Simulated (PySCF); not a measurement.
Theory: core-valence-separated Tamm–Dancoff BHandHLYP/aug-pcX-1 (pcseg-1 on H, def2-SVPD on Si) in PySCF, non-relativistic, gas phase, PBE0-D3(BJ)/def2-SVP geometry. Absolute energies from this functional tend to lie a few eV below measured edges; no shift was applied.

Main lines of an unknown, eV (oscillator strength): C K: 283.0 (0.104), 285.9 (0.025), 285.9 (0.022), 286.3 (0.068), 286.4 (0.011); N K: 396.8 (0.063), 396.8 (0.063). Listed: the first five lines at most of each edge with a tenth or more of its strongest line's intensity; roots within 0.03 eV on the same or equivalent atoms are summed. Only the lowest roots were sought, and the top ones are left out.

Problem. Which candidate gives them?
A. `C#C[Si@@H](C)N=C`
B. `C1[SiH](CC1)C#N`
C. `C1([SiH2]C#N)CC1`

Solution. C. 

- `N#C[SiH2]C1CC1`: C K: 283.0 (0.104), 285.9 (0.025), 285.9 (0.022), 286.3 (0.068), 286.4 (0.011); N K: 396.8 (0.063), 396.8 (0.063). First C line listed at 283.0 eV, hole on the cyano carbon (1s→π*); first N line listed at 396.8 eV, hole on the cyano nitrogen (1s→π*).
- `C#C[Si@@H](C)N=C`: C K: 282.6 (0.070), 282.8 (0.052), 282.8 (0.054), 283.1 (0.053), 283.2 (0.054); N K: 395.5 (0.056), 400.1 (0.014). First C line listed at 282.6 eV, hole on the C=N carbon (1s→π*); first N line listed at 395.5 eV, hole on the C=N nitrogen.
- `N#C[SiH]1CCC1`: C K: 282.9 (0.047), 283.0 (0.052), 284.7 (0.038), 285.5 (0.027), 285.7 (0.035); N K: 396.6 (0.062), 396.8 (0.063). First C line listed at 282.9 eV, hole on the cyano carbon (1s→π*); first N line listed at 396.6 eV, hole on the cyano nitrogen (1s→π*).

One conformer each; other structures than these candidates weren't tested.

Shape of the structure used: `[N:1]#[C:2][SiH2:3][CH:4]1[CH2:5][CH2:6]1`: C2–Si3–C4–C5 35°.
